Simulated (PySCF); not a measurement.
Species: sum formula H4SiNO3 (charge 0, doublet). It need not be the lowest isomer of its formula. SMILES: N[Si]([O])(O)O
Structure (B3LYP-D3(BJ)/def2-TZVP (Ansatz) minimum search):
```xyz
9

Si     0.0562     0.0601    -0.0297
O      1.3025    -0.6478    -0.7737
O      0.4121     0.7716     1.4024
O     -0.7908     1.1283    -0.9223
N     -0.9093    -1.3613     0.1815
H      1.2487     0.5371     1.8117
H     -1.0281     1.9616    -0.5087
H     -1.4290    -1.7261    -0.6046
H     -0.6028    -2.1016     0.7960
```
Charge 0, spin multiplicity 2.

Dispersion corrections to the total energy (kcal/mol) from the dftd3 and dftd4 libraries through PySCF: D3(BJ) without and D4 with the three-body term, each with the damping fitted for the functional named.

```tsv
functional	D3(BJ)	D4
PBE	?	-4.26
revPBE	-9.77	-13.65
PBE0	-3.34	-3.55
LC-wPBE	-3.64	-4.74
TPSSh	?	-5.21
BLYP	?	-9.58
B2PLYP	-3.19	-2.95
```

**Question.** What belongs in the gaps?

**Answer.** 
- PBE, D3(BJ): -3.87
- TPSSh, D3(BJ): -4.47
- BLYP, D3(BJ): -8.34
